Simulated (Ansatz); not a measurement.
`[SiH3][Ge]([Cl])([Cl])[Cl]` → `[Cl][Ge][Cl]` + `[SiH3]Cl` at 298.15 K and 1 bar (germylene formation by 1,1-elimination).

Calculated with Ansatz (gas phase, PBE0-D4/def2-TZVP geometries, no zero-point term in ΔE). CCSD(T)/CBS adds triple-zeta CCSD(T) − MP2 to the extrapolated MP2 energy (def2 sets, frozen cores). This one scheme is used for every species. For Ge outer-core shells are correlated without core-valence functions, which leaves a few kJ/mol of doubt a bond. Scalar relativity is left out up to krypton.

```csv
species,CCSD(T)/CBS energy (Eh),H − E (kJ/mol),S (J/(mol·K))
`[SiH3][Ge]([Cl])([Cl])[Cl]`,-3746.46107,102.6,394.2
`[Cl][Ge][Cl]`,-2995.74627,18.9,295.4
`[SiH3]Cl`,-750.69636,80.1,250.8
```

H − E and S are ideal-gas, rigid-rotor, harmonic terms from PBE0-D4/def2-TZVP. 1 Eh = 2625.50 kJ/mol, R = 8.31446 J/(mol·K).

By hand: ΔE, ΔH, ΔS and ΔG.

ΔE = (-2995.74627) + (-750.69636) − (-3746.46107) = 0.01844 Eh = 48.4 kJ/mol. Δ(H − E) = 18.9 + 80.1 − 102.6 = -3.6, so ΔH = 44.8 kJ/mol. ΔS = 295.4 + 250.8 − 394.2 = 152.0 J/(mol·K). ΔG = 44.8 − 298.15 × (152.0)/1000 = -0.5 kJ/mol.

By hand: the equilibrium constant, and the temperature at which ΔG would vanish if ΔH and ΔS stayed fixed.

log₁₀ K = −ΔG/(RT ln 10) = 0.1. ΔG = 0 at ΔH/ΔS = 295 K.

The number of gas molecules changes by +1, which sets the sign of ΔS. The sign of ΔG lies within the doubt. A doubt of 5 kJ/mol in ΔE shifts log₁₀ K by 0.9 here. These are equilibria of isolated gas molecules and say nothing of rates. Largest T1 diagnostic: 0.013 (customary marks: 0.02 for closed shells, 0.045 for open ones).
